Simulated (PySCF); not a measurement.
Harmonic spectrum computed at PBE0 in the def2-TZVP basis family (core potentials from Rb on, PySCF, no spin–orbit coupling):

```csv
ω (cm⁻¹),IR (km/mol)
181,29.3
547,161
861,217
```

Question: Which molecule gave it? In each, all ligands are bound to the one heavy central atom.
A. TiOF (doublet)
B. YOF (singlet)
C. BOF (singlet)
D. ScOF (singlet)

Answer: B. It has Cs symmetry with Y–F 2.028 Å, Y–O 1.809 Å.
